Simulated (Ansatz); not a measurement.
Mulliken charges of C2H4FNOSi, SMILES `N#COC(F)[SiH3]` from PBE/def2-TZVPP in Ansatz (PBE0-D4/def2-TZVP geometry).

```json
{"atom": "N1", "x (Å)": "-1.519", "y (Å)": "1.791", "z (Å)": "2.503", "charge (e)": "-0.013"}
{"atom": "C2", "x (Å)": "-1.275", "y (Å)": "1.083", "z (Å)": "1.626", "charge (e)": "-0.055"}
{"atom": "O3", "x (Å)": "-1.032", "y (Å)": "0.261", "z (Å)": "0.663", "charge (e)": "-0.153"}
{"atom": "C4", "x (Å)": "0.233", "y (Å)": "0.423", "z (Å)": "0.008", "charge (e)": "0.150"}
{"atom": "F5", "x (Å)": "0.155", "y (Å)": "1.515", "z (Å)": "-0.806", "charge (e)": "-0.153"}
{"atom": "Si6", "x (Å)": "0.568", "y (Å)": "-1.166", "z (Å)": "-1.014", "charge (e)": "0.208"}
{"atom": "H7", "x (Å)": "0.989", "y (Å)": "0.637", "z (Å)": "0.771", "charge (e)": "0.095"}
{"atom": "H8", "x (Å)": "-0.564", "y (Å)": "-1.354", "z (Å)": "-1.950", "charge (e)": "-0.022"}
{"atom": "H9", "x (Å)": "1.843", "y (Å)": "-0.945", "z (Å)": "-1.735", "charge (e)": "-0.028"}
{"atom": "H10", "x (Å)": "0.686", "y (Å)": "-2.296", "z (Å)": "-0.063", "charge (e)": "-0.029"}
```

Problem. By hand: the dipole of these point charges (1 e Å = 4.8032 D).

Solution. Σ q r = (0.412, -0.350, -0.143) e Å, of length 0.559 e Å = 2.68 D.

Problem. How does the dipole of the full density compare? (Best estimate.)

Solution. Ansatz gave: (0.492, -0.625, -0.517) e Å, 4.56 D; the point charges give 0.59 times that, at 21° from its direction.

Point charges leave out the atoms' own dipoles, such as those of lone pairs, and Mulliken's split depends on the basis, so the two needn't agree.
